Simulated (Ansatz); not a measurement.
Ga5N4H16⁻, a cluster cut from zinc blende GaN (hydrogen-capped). The state is a singlet with charge -1. Geometry r2SCAN-D4/def2-SVP; atoms count from 1.

```csv
atom,x (Å),y (Å),z (Å)
N1,-0.232,0.670,1.614
N2,1.894,-1.039,0.117
N3,-1.739,-1.242,-0.314
N4,0.123,0.960,-1.473
Ga5,-1.851,-0.438,1.536
Ga6,1.465,-0.264,1.932
Ga7,-0.132,2.051,0.178
Ga8,1.871,0.072,-1.570
Ga9,-1.445,-0.115,-1.963
H10,-0.362,1.241,2.458
H11,1.335,-1.884,-0.030
H12,2.851,-1.395,0.194
H13,-2.638,-1.711,-0.461
H14,-1.065,-2.012,-0.306
H15,0.169,1.679,-2.205
H16,-1.764,-1.680,2.523
H17,-3.165,0.440,1.550
H18,1.274,-1.530,2.874
H19,2.637,0.744,2.261
H20,1.164,2.935,0.410
H21,-1.531,2.794,0.087
H22,3.062,1.101,-1.429
H23,1.928,-0.989,-2.752
H24,-2.742,0.775,-2.119
H25,-1.107,-1.161,-3.112
```

Single mean-field runs in def2-TZVP are fitted with def2-universal-jkfit.

Question: Estimate the Mulliken populations from the PBE0/def2-TZVP orbitals of Ansatz.

Answer: 
| atom | charge (e) |
| --- | --- |
| N1 | -0.44 |
| N2 | -0.56 |
| N3 | -0.56 |
| N4 | -0.44 |
| Ga5 | 0.20 |
| Ga6 | 0.20 |
| Ga7 | 0.19 |
| Ga8 | 0.20 |
| Ga9 | 0.20 |
| H10 | 0.21 |
| H11 | 0.23 |
| H12 | 0.24 |
| H13 | 0.24 |
| H14 | 0.23 |
| H15 | 0.21 |
| H16 | -0.14 |
| H17 | -0.13 |
| H18 | -0.14 |
| H19 | -0.13 |
| H20 | -0.14 |
| H21 | -0.14 |
| H22 | -0.13 |
| H23 | -0.14 |
| H24 | -0.13 |
| H25 | -0.14 |
Mulliken values depend strongly on the basis.

Question: And the Mayer bond orders between heavy atoms (over 0.3)?

Answer: N1–Ga5 0.81 (1.96 Å); N1–Ga6 0.81 (1.96 Å); N1–Ga7 0.74 (2.00 Å); N2–Ga6 0.66 (2.02 Å); N2–Ga8 0.66 (2.02 Å); N3–Ga5 0.66 (2.02 Å); N3–Ga9 0.66 (2.02 Å); N4–Ga7 0.74 (2.00 Å); N4–Ga8 0.81 (1.96 Å); N4–Ga9 0.81 (1.96 Å).
